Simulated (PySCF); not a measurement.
Geometry:
```
atom   x (Å)   y (Å)   z (Å)
  O1   2.805  -1.464   0.267
  C2   2.313  -0.392   0.019
  C3   0.857  -0.151   0.007
  C4  -0.030  -1.183   0.316
  C5  -1.393  -0.971   0.310
  C6  -1.893   0.288  -0.008
  C7  -1.037   1.331  -0.319
  C8   0.323   1.094  -0.305
  F9   1.147   2.103  -0.606
 H10   2.945   0.483  -0.215
 H11   0.394  -2.151   0.558
 H12  -2.072  -1.779   0.552
 H13  -2.963   0.460  -0.015
 H14  -1.403   2.319  -0.570
```

Geometry: PBE0-D3(BJ)/def2-TZVP; GIAO shifts from PySCF 2.14, gas phase, non-relativistic, averaged over equivalent atoms.

At B97-2/pcSseg-2 (394 basis functions, 2.5 min wall time (4.9 min CPU) on 2 threads of an Intel Xeon, shared host):
| atoms | δ (ppm) |
| --- | --- |
| O1 | 636.9 |
| C2 | 192.4 |
| C8 | 176.6 |
| C6 | 143.4 |
| C4 | 136.8 |
| C3 | 130.2 |
| C5 | 130.0 |
| C7 | 122.1 |
| F9 | -127.6 |
| H10 | 10.84 |
| H11 | 8.43 |
| H13 | 7.81 |
| H12 | 7.47 |
| H14 | 7.35 |

Chemical shifts δ = σref − σ; 17O (σ = 327.66 ppm) against H2O; 13C (σ = 185.38 ppm), 1H (σ = 31.64 ppm) vs TMS; 19F (σ = 175.98 ppm) against CFCl3, all at this level.

Question: Predict the values at KT3/pcSseg-2 on the same geometry.

Answer: 
| atoms | δ at KT3/pcSseg-2 | change |
| --- | --- | --- |
| O1 | 592.8 | -44.1 |
| C2 | 180.3 | -12.1 |
| C8 | 169.2 | -7.4 |
| C6 | 134.0 | -9.4 |
| C4 | 126.8 | -10.0 |
| C3 | 122.7 | -7.5 |
| C5 | 121.9 | -8.1 |
| C7 | 114.3 | -7.8 |
| F9 | -142.6 | -15.0 |
| H10 | 10.81 | -0.03 |
| H11 | 8.15 | -0.28 |
| H13 | 7.56 | -0.25 |
| H12 | 7.24 | -0.23 |
| H14 | 7.12 | -0.23 |

References, each an isolated molecule treated in the same way: H2O for 17O (325.30 ppm); TMS for 13C (183.24 ppm), 1H (31.63 ppm); CFCl3 for 19F (145.48 ppm).

The largest change is at O1 (aldehyde oxygen). Cost: 394 basis functions, 3.3 min wall time (6.2 min CPU) on 2 threads of an Intel Xeon, shared host. The order of the carbon signals is the same at both levels.

Unscaled 19F shifts against computed CFCl3 carry errors that often reach 10 to 50 ppm. Unscaled 17O shifts of doubly bonded oxygen tend to come out too high, by tens of ppm or more. Experimental scales use liquid or dissolved standards, which lie at an offset from isolated H2O (liquid H2O: subtract about 36 ppm).
